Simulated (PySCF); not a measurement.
**Bonding in `O=CC#CC#C[SiH2]NC=O`**

Species: C6H5NO2Si.
Atom-mapped SMILES: `[O:1]=[CH:2][C:3]#[C:4][C:5]#[C:6][SiH2:7][NH:8][CH:9]=[O:10]` (hydrogens: H11 on C2; H12, H13 on Si7; H14 on N8; H15 on C9)

Geometry (GFN2-xTB, Å), atoms numbered from 1 in this order:
```xyz
15
C6H5NO2Si angstrom
O     -0.3070   -5.7642    0.1588
C      0.3612   -5.0263    0.8353
C      0.3684   -3.6083    0.7588
C      0.3747   -2.3948    0.6933
C      0.3913   -1.0444    0.6310
C      0.3904    0.1684    0.5583
Si     0.4373    2.0205    0.5003
N     -0.7351    2.3467   -0.7790
C     -0.8953    3.6521   -1.0267
O     -0.2731    4.4815   -0.4053
H      1.0584   -5.4096    1.6096
H     -0.0599    2.5554    1.7622
H      1.7600    2.4563    0.0687
H     -1.2581    1.6639   -1.3027
H     -1.6177    3.9109   -1.8183
```

Bond orders from the PBE0/pcSseg-1 density (PySCF). One conformer (not necessarily the lowest) at the GFN2-xTB geometry, without solvent, vibrations or thermal averaging.

Q: How far do the computed orders between heavy atoms stray from the drawn ones?

A: The largest departure is 1.116, at C3–C4 (drawn triple, 1.884). Drawn single, order above 1.12: C2–C3 (1.134) and N8–C9 (1.201). Drawn single, order below 0.88: Si7–N8 (0.843). Drawn double or triple, more than 0.30 short of the drawn order: C3–C4 (1.884) and C5–C6 (2.178).

Q: Give the Mayer order of every bond between heavy atoms, beside its length.

A: 
```csv
bond,drawn as,length (Å),Mayer order
O1–C2,double,1.204,1.963
C2–C3,single,1.420,1.134
C3–C4,triple,1.215,1.884
C4–C5,single,1.352,0.929
C5–C6,triple,1.215,2.178
C6–Si7,single,1.854,0.917
Si7–N8,single,1.766,0.843
N8–C9,single,1.338,1.201
C9–O10,double,1.209,1.833
```

By pair of heavy elements: C–O: lowest C9–O10 (1.833, 1.209 Å), highest O1–C2 (1.963, 1.204 Å). C–C: lowest C4–C5 (0.929, 1.352 Å), highest C5–C6 (2.178, 1.215 Å); in 1 of the 6 pairs the longer bond (by over 0.003 Å) has the higher order (by 0.02 or more).

Q: And the bonds to hydrogen?

A: C–H: 0.93 to 0.94 (2 bonds); H–Si: 0.93 (2 bonds); H–N: 0.92 (1 bond).

Q: Sum the orders of all bonds at each heavy atom with more than one neighbour and set the sums beside the valence in the SMILES.

A: C2 4.022 (drawn 4), C3 3.018 (drawn 4), C4 2.813 (drawn 4), C5 3.107 (drawn 4), C6 3.095 (drawn 4), Si7 3.620 (drawn 4), N8 2.959 (drawn 3), C9 3.969 (drawn 4). Orders between atoms that aren't bonded are not in these sums.

The Mayer order sums products of elements of PS (density times overlap matrix) between the two atoms' basis functions, so it depends on the basis set.
